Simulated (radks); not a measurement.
Values are calculated unless marked as measured or tabulated.
The xenon ion Xe50+, configuration [He] 2s2. Code: a radial shooting solver on a logarithmic mesh with Libxc functionals. Model: Dirac Kohn-Sham, PBE, spin-unpolarised, spherical densities, finite nucleus; Fermi nuclear charge, rms radius 4.7859 fm.

Unscreened Slater integrals over Kohn-Sham orbitals (hartree). Large and small components are both included.

integral          value
F0(2s1/2,2s1/2)  8.3828
F0(2s1/2,1s1/2)  11.892
G0(2s1/2,1s1/2)  1.3266
F0(1s1/2,1s1/2)  35.572
